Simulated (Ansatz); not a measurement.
SbBr₃. The state is a singlet with charge 0. Geometry r2SCAN-D4/def2-SVP.

```
atom   x (Å)   y (Å)   z (Å)
 Sb1  -0.469   0.135  -0.766
 Br2   1.044   1.982   0.070
 Br3   1.170  -1.790  -0.672
 Br4  -1.745  -0.327   1.369
```

In the def2 sets Sb takes a core potential; there is no spin–orbit coupling.

**Question.** Estimate the orbital energies around the gap (eV) in Ansatz with PBE-D4/def2-TZVP, PBE-D4/def2-TZVPD, r2SCAN-D4/def2-TZVP, r2SCAN-D4/def2-TZVPD, BHLYP-D4/def2-TZVP.

**Answer.** 
| orbital | PBE-D4/def2-TZVP | PBE-D4/def2-TZVPD | r2SCAN-D4/def2-TZVP | r2SCAN-D4/def2-TZVPD | BHLYP-D4/def2-TZVP |
| --- | --- | --- | --- | --- | --- |
| HOMO−9 | -14.45 | -14.49 | -14.91 | -14.93 | -17.48 |
| HOMO−8 | -9.67 | -9.71 | -10.08 | -10.10 | -12.00 |
| HOMO−7 | -9.67 | -9.71 | -10.08 | -10.10 | -12.00 |
| HOMO−6 | -8.77 | -8.81 | -9.15 | -9.17 | -11.19 |
| HOMO−5 | -7.79 | -7.83 | -8.16 | -8.18 | -10.24 |
| HOMO−4 | -7.79 | -7.83 | -8.16 | -8.18 | -10.24 |
| HOMO−3 | -7.36 | -7.40 | -7.71 | -7.73 | -9.71 |
| HOMO−2 | -7.36 | -7.40 | -7.71 | -7.73 | -9.71 |
| HOMO−1 | -7.22 | -7.26 | -7.58 | -7.60 | -9.60 |
| HOMO | -7.10 | -7.14 | -7.41 | -7.43 | -9.08 |
| LUMO | -3.12 | -3.20 | -3.00 | -3.05 | -1.57 |
| LUMO+1 | -2.95 | -3.01 | -2.86 | -2.89 | -1.47 |
| LUMO+2 | -2.95 | -3.01 | -2.86 | -2.89 | -1.47 |
| LUMO+3 | 1.98 | -0.35 | 2.64 | 0.29 | 3.17 |
| LUMO+4 | 1.98 | 0.35 | 2.64 | 0.95 | 3.29 |
| LUMO+5 | 1.98 | 0.35 | 2.87 | 0.95 | 3.29 |
